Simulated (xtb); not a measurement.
C₂H₆Bi (SMILES [CH3][Bi][CH3]), doublet, at a GFN2-xTB geometry (such geometries of metal compounds can be far from the true shape) (the spin is typed, not shown lowest), atoms displaced at random by about 0.1 Å a coordinate; GFN1-xTB (xtb 6.7.1).

The xtb input:
```
$ xtb mol.xyz --gfn 1 --uhf 1 --opt --input xcontrol --json

# file mol.xyz
9

Bi     0.20957853     0.00255384     0.07389040
C      0.28969488     0.21402743    -1.99497147
H      0.91519609    -0.44594335    -2.33094104
H      1.07743773     1.15578650    -2.32432190
H     -0.55950562     0.18248626    -2.53107824
C     -2.30580463    -0.13148050    -0.02807552
H     -2.50835547    -1.07022761    -0.70974657
H     -2.47274085     0.84207693    -0.25792134
H     -2.50410958    -0.18133625     0.88243452

# file xcontrol
$opt
  engine=inertial
$end
```

The log (banner, timings and long lists left out):

```
   ID    Z sym.   atoms
    1   83 Bi     1
    2    6 C      2, 6
    3    1 H      3-5, 7-9

           -------------------------------------------------
          |                Calculation Setup                |
           -------------------------------------------------

           -------------------------------------------------
          |                 G F N 1 - x T B                 |
           -------------------------------------------------

          ...................................................
          :                      SETUP                      :
          :.................................................:
          :  # basis functions                  24          :
          :  # atomic orbitals                  24          :
          :  # shells                           18          :
          :  # electrons                        19          :
          :  # halogen bonds                     0          :
          :  max. iterations                   250          :
          :  Hamiltonian                  GFN1-xTB          :
          :  restarted?                      false          :
          :  GBSA solvation                  false          :
          :  PC potential                    false          :
          :  electronic temp.          300.0000000     K    :
          :  accuracy                    1.0000000          :
          :  -> integral cutoff          0.2500000E+02      :
          :  -> integral neglect         0.1000000E-07      :
          :  -> SCF convergence          0.1000000E-05 Eh   :
          :  -> wf. convergence          0.2000000E-04 e    :
          :  Broyden damping             0.4000000          :
          :  net charge                          0          :
          :  unpaired electrons                  1          :
          ...................................................

 iter      E             dE          RMSdq      gap      omega  full diag
   1     -9.7034259 -0.970343E+01  0.763E+00    2.64       0.0  T
   2     -9.7075719 -0.414602E-02  0.440E+00    2.88       1.0  T
   3     -9.7073821  0.189875E-03  0.660E-01    2.79       1.0  T
   4     -9.7080039 -0.621797E-03  0.115E-01    2.87       1.0  T
   5     -9.7080211 -0.172069E-04  0.282E-02    2.86       1.2  T
   6     -9.7080226 -0.153582E-05  0.681E-03    2.86       4.9  T
   7     -9.7080229 -0.257831E-06  0.137E-03    2.86      24.3  T
   8     -9.7080229 -0.127093E-07  0.375E-04    2.86      88.8  T
   9     -9.7080229 -0.206017E-09  0.367E-05    2.86     907.7  T
  10     -9.7080229 -0.119726E-11  0.142E-05    2.86    2343.1  T

   *** convergence criteria satisfied after 10 iterations ***

         :::::::::::::::::::::::::::::::::::::::::::::::::::::
         ::                     SUMMARY                     ::
         :::::::::::::::::::::::::::::::::::::::::::::::::::::
         :: total energy              -9.529198212591 Eh    ::
         :: gradient norm              0.333914277884 Eh/a0 ::
         :: HOMO-LUMO gap              2.860566297525 eV    ::
         ::.................................................::
         :: SCC energy                -9.708022864027 Eh    ::
         :: -> electrostatic           0.017522871633 Eh    ::
         :: repulsion energy           0.181351039128 Eh    ::
         :: dispersion energy         -0.002526387691 Eh    ::
         :: halogen bond corr.         0.000000000000 Eh    ::
         :: add. restraining           0.000000000000 Eh    ::
         :: total charge              -0.000000000000 e     ::
         :::::::::::::::::::::::::::::::::::::::::::::::::::::

      -----------------------------------------------------------
     |              Fast Inertial Relaxation Engine              |
      -----------------------------------------------------------

          ...................................................
          :                      SETUP                      :
          :.................................................:
          :   energy convergence        0.5000000E-05 Eh    :
          :   grad. convergence         0.1000000E-02 Eh/a0 :
          :   optimization log               true           :
          :   writing optlog all                1     steps :
          :   Hessian reset                    20     steps :
          :   time step scaling                 5     steps :
          :   maximium step len.        1.0000000     a0    :
          :   initial time step         0.2500000     fs    :
          :   maximum time step         1.2500000     fs    :
          :   power reset thr           0.0000000     au    :
          :   alpha parameter           0.1000000           :
          :   BFGS update                   false           :
          :   preconditioning               false           :
          ...................................................

........................................................................
.............................. CYCLE    1 ..............................
........................................................................

 iter      E             dE          RMSdq      gap      omega  full diag
   1     -9.7075885 -0.970759E+01  0.307E-02    2.91       0.0  T
   2     -9.7075897 -0.124651E-05  0.151E-02    2.91       2.2  T
   3     -9.7075899 -0.193982E-06  0.404E-03    2.91       8.3  T
   4     -9.7075899 -0.680536E-08  0.114E-03    2.91      29.3  T
   5     -9.7075899 -0.375858E-08  0.351E-04    2.91      94.9  T
   6     -9.7075899 -0.142913E-09  0.701E-05    2.91     475.2  T
   7     -9.7075899 -0.441247E-11  0.500E-06    2.91    6660.6  T
 * total energy  :    -9.5414152 Eh     change    :  -0.1221696E-01 Eh
   gradient norm :     0.2919976 Eh/a0  converged?    E=F G=F D=F
   time step     :     0.2500000 fs     power     :   0.6045672E-06
   step length   :     0.0391340 a0     speed     :   0.3786429E-02

........................................................................
[...]
 * total energy  :    -9.6241119 Eh     change    :  -0.4609722E-04 Eh
 * total energy  :    -9.6241599 Eh     change    :  -0.4799017E-04 Eh
 * total energy  :    -9.6242004 Eh     change    :  -0.4055892E-04 Eh
 * total energy  :    -9.6242331 Eh     change    :  -0.3266449E-04 Eh
 * total energy  :    -9.6242661 Eh     change    :  -0.3299773E-04 Eh
 * total energy  :    -9.6242983 Eh     change    :  -0.3223884E-04 Eh
 * total energy  :    -9.6243166 Eh     change    :  -0.1828079E-04 Eh
 * total energy  :    -9.6243273 Eh     change    :  -0.1073363E-04 Eh
 * total energy  :    -9.6243429 Eh     change    :  -0.1560507E-04 Eh
 * total energy  :    -9.6243371 Eh     change    :   0.5861116E-05 Eh
 * total energy  :    -9.6243385 Eh     change    :  -0.1464667E-05 Eh
 * total energy  :    -9.6243407 Eh     change    :  -0.2118943E-05 Eh
 * total energy  :    -9.6243423 Eh     change    :  -0.1664293E-05 Eh
   *** GEOMETRY OPTIMIZATION CONVERGED AFTER 64 CYCLES ***
[...]
          :  accuracy                    1.0000000          :
          :  -> integral cutoff          0.2500000E+02      :
          :  -> integral neglect         0.1000000E-07      :
          :  -> SCF convergence          0.1000000E-05 Eh   :
          :  -> wf. convergence          0.2000000E-04 e    :
          :  Broyden damping             0.4000000          :
          :  net charge                          0          :
          :  unpaired electrons                  1          :
          ...................................................

 iter      E             dE          RMSdq      gap      omega  full diag
   1     -9.7286276 -0.972863E+01  0.872E-07    4.33       0.0  T
   2     -9.7286276  0.532907E-14  0.278E-07    4.33  100000.0  T
   3     -9.7286276 -0.195399E-13  0.114E-07    4.33  100000.0  T

   *** convergence criteria satisfied after 3 iterations ***

         :::::::::::::::::::::::::::::::::::::::::::::::::::::
         ::                     SUMMARY                     ::
         :::::::::::::::::::::::::::::::::::::::::::::::::::::
         :: total energy              -9.624342322351 Eh    ::
         :: gradient norm              0.000943443665 Eh/a0 ::
         :: HOMO-LUMO gap              4.327224511827 eV    ::
         ::.................................................::
         :: SCC energy                -9.728627590652 Eh    ::
         :: -> electrostatic           0.017310745195 Eh    ::
         :: repulsion energy           0.106792681576 Eh    ::
         :: dispersion energy         -0.002507413275 Eh    ::
         :: halogen bond corr.         0.000000000000 Eh    ::
         :: add. restraining           0.000000000000 Eh    ::
         :: total charge               0.000000000000 e     ::
         :::::::::::::::::::::::::::::::::::::::::::::::::::::

           -------------------------------------------------
          |                Property Printout                |
           -------------------------------------------------

    * Orbital Energies and Occupations

         #    Occupation            Energy/Eh            Energy/eV
      -------------------------------------------------------------
         1        2.0000           -0.7846054             -21.3502
         2        2.0000           -0.5831490             -15.8683
         3        2.0000           -0.5814392             -15.8218
         4        2.0000           -0.4851410             -13.2014
         5        2.0000           -0.4829153             -13.1408
         6        2.0000           -0.4794149             -13.0455
         7        2.0000           -0.4772849             -12.9876
         8        2.0000           -0.3966118             -10.7924
         9        2.0000           -0.3812551             -10.3745
        10        1.0000           -0.2871078              -7.8126 (HOMO)
        11                         -0.1280852              -3.4854 (LUMO)
        12                         -0.1140752              -3.1041
        13                         -0.0782056              -2.1281
        14                         -0.0702053              -1.9104
        15                         -0.0349674              -0.9515
        16                         -0.0282796              -0.7695
        17                         -0.0259222              -0.7054
        18                         -0.0124744              -0.3394
        19                          0.2978401               8.1046
        20                          0.3012869               8.1984
        21                          0.3052576               8.3065
       ...                                ...                  ...
        24                          0.4995134              13.5925
      -------------------------------------------------------------
                  HL-Gap            0.1590226 Eh            4.3272 eV
             Fermi-level           -0.2708890 Eh           -7.3713 eV

  Mulliken/CM5 charges         n(s)   n(p)   n(d)
     1Bi    0.42754  0.44553   1.989  2.583  0.000
     2C    -0.27852 -0.43958   1.056  3.222  0.000
     3H     0.01740  0.06796   0.983  0.000  0.000
     4H     0.01684  0.06748   0.983  0.000  0.000
     5H     0.03000  0.08103   0.970  0.000  0.000
     6C    -0.27763 -0.43897   1.056  3.221  0.000
     7H     0.02473  0.07549   0.975  0.000  0.000
     8H     0.02412  0.07483   0.976  0.000  0.000
     9H     0.01552  0.06623   0.984  0.000  0.000

Wiberg/Mayer (AO) data.
largest (>0.10) Wiberg bond orders for each atom

 ---------------------------------------------------------------------------
     #   Z sym  total        # sym  WBO       # sym  WBO       # sym  WBO
 ---------------------------------------------------------------------------
     1  83 Bi   1.943 --     6 C    0.957     2 C    0.956
     2   6 C    3.943 --     5 H    0.992     4 H    0.991     3 H    0.991
                             1 Bi   0.956
     3   1 H    1.006 --     2 C    0.991
     4   1 H    1.006 --     2 C    0.991
     5   1 H    0.999 --     2 C    0.992
     6   6 C    3.943 --     9 H    0.993     7 H    0.990     8 H    0.989
                             1 Bi   0.957
     7   1 H    1.004 --     6 C    0.990
     8   1 H    1.004 --     6 C    0.989
     9   1 H    1.003 --     6 C    0.993
 ---------------------------------------------------------------------------

Topologies differ in total number of bonds
Writing topology from bond orders to xtbtopo.mol

 dipole moment from electron density (au)
     X       Y       Z
   0.6620  -0.0465   0.8256  total (Debye):    2.692

optimized geometry written to: xtbopt.xyz

           -------------------------------------------------
          | TOTAL ENERGY               -9.624342322351 Eh   |
          | GRADIENT NORM               0.000943443665 Eh/α |
          | HOMO-LUMO GAP               4.327224511827 eV   |
           -------------------------------------------------

normal termination of xtb
```
